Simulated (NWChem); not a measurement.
Species: C₃HFO₃; SMILES C(=C1OC(=O)O1)F

```xyz
8

O      0.3038     2.6032     0.0000
C      0.0975     1.4513     0.0000
O      0.9212     0.3484     0.0000
C     -0.2322    -0.3922     0.0000
C     -0.5017    -1.6891     0.0000
F      0.4590    -2.5995     0.0000
O     -1.0592     0.7048     0.0000
H     -1.5277    -2.0600     0.0000
```
Atoms are numbered in this order, from 1.

The geometry was optimised at PBE0/def2-SVP. B3LYP is NWChem's, with the RPA form of VWN correlation.

**Question.** Give the principal values of the shielding tensors (ppm) of O1, C2, O3, C4, C5 from B3LYP/6-31G* (spherical d), GIAO (NWChem), with their diamagnetic and paramagnetic parts as GIAO splits them.

**Answer.** 
```tsv
atom	σ11	σ22	σ33	isotropic	diamagnetic	paramagnetic
O1	-85.4	-1.8	229.8	47.5	401.8	-354.3
C2	-44.0	72.2	148.1	58.7	251.3	-192.6
O3	28.3	111.4	161.6	100.5	394.4	-293.9
C4	-13.1	52.6	114.3	51.3	245.9	-194.7
C5	30.9	91.0	108.4	76.8	256.5	-179.8
```
